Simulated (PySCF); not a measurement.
Molfile (atoms numbered from 1):
```
C5H8O2Si
     RDKit          3D

 16 16  0  0  0  0  0  0  0  0999 V2000
   -2.4454   -0.8121   -0.2407 C   0  0  0  0  0  0  0  0  0  0  0  0
   -1.3113    0.1389   -0.1056 C   0  0  0  0  0  0  0  0  0  0  0  0
   -1.2583    1.4948   -0.0474 C   0  0  0  0  0  0  0  0  0  0  0  0
    0.1120    1.8525    0.0839 C   0  0  0  0  0  0  0  0  0  0  0  0
    0.7936    0.6764    0.0970 C   0  0  0  0  0  0  0  0  0  0  0  0
    2.0918    0.4319    0.1990 O   0  0  0  0  0  0  0  0  0  0  0  0
    2.8009   -1.0490    0.1934 Si  0  0  0  0  0  4  0  0  0  0  0  0
   -0.0486   -0.3715   -0.0167 O   0  0  0  0  0  0  0  0  0  0  0  0
   -3.3754   -0.2574   -0.3165 H   0  0  0  0  0  0  0  0  0  0  0  0
   -2.3235   -1.4288   -1.1304 H   0  0  0  0  0  0  0  0  0  0  0  0
   -2.4937   -1.4751    0.6224 H   0  0  0  0  0  0  0  0  0  0  0  0
   -2.0889    2.1690   -0.0918 H   0  0  0  0  0  0  0  0  0  0  0  0
    0.5282    2.8348    0.1571 H   0  0  0  0  0  0  0  0  0  0  0  0
    4.1777   -0.6049    0.3363 H   0  0  0  0  0  0  0  0  0  0  0  0
    2.3120   -1.8515    1.3142 H   0  0  0  0  0  0  0  0  0  0  0  0
    2.5212   -1.7390   -1.0655 H   0  0  0  0  0  0  0  0  0  0  0  0
  1  2  1  0
  2  3  2  0
  3  4  1  0
  4  5  2  0
  5  6  1  0
  6  7  1  0
  5  8  1  0
  8  2  1  0
  1  9  1  0
  1 10  1  0
  1 11  1  0
  3 12  1  0
  4 13  1  0
  7 14  1  0
  7 15  1  0
  7 16  1  0
M  END
```

Computed data (PySCF 2.14.0 with density-fitted response routines): GFN2-xTB geometry, shielding tensors at PBE0/pcSseg-1 (GIAO). Single conformer, no relativistic terms, one averaged value for each set of equivalent atoms, no solvent.

References, each an isolated molecule treated in the same way: 13C (σref 186.93), 1H (σref 31.72), 29Si (σref 349.16) against TMS; H2O for 17O (σref 336.08).

| atoms | nucleus | count | δ (ppm) |
| --- | --- | --- | --- |
| C2 | 13C | 1 | 145.3 |
| H13 | 1H | 1 | ? |
| H12 | 1H | 1 | 6.20 |
| H9/H10/H11 | 1H | 3 | 2.32 |
| H14/H15/H16 | 1H | 3 | ? |
| Si7 | 29Si | 1 | ? |
| C1 | 13C | 1 | ? |
| C4 | 13C | 1 | 90.8 |
| O8 | 17O | 1 | 287.8 |
| C3 | 13C | 1 | 115.5 |
| C5 | 13C | 1 | 162.6 |
| O6 | 17O | 1 | 85.4 |

Task: Fill in the missing shifts.

Result: 
- C1: 16.4 ppm, methyl carbon on an aromatic ring; saturated and bonded to C and H only
- H13: 5.44 ppm, hydrogen on an aromatic CH; π donation from the O or N substituent shields it against benzene
- H14/H15/H16: 5.05 ppm, hydrogen on a silicon bonded to O
- Si7: -38.9 ppm, silicon bonded to O, 3 H

Shifts are as computed. Against solution values, carbons near 30 ppm lie about +3 ppm off and those near 130 ppm about +5 ppm. Of 1211 compounds with measured shifts, 218 miss one by over three times the rms of a fit or turn the order of signals round; such compounds aren't used in these exercises. Unscaled 17O shifts of doubly bonded oxygen tend to come out too high, by tens of ppm or more. Experimental scales use liquid or dissolved standards, which lie at an offset from isolated H2O (liquid H2O: subtract about 36 ppm).
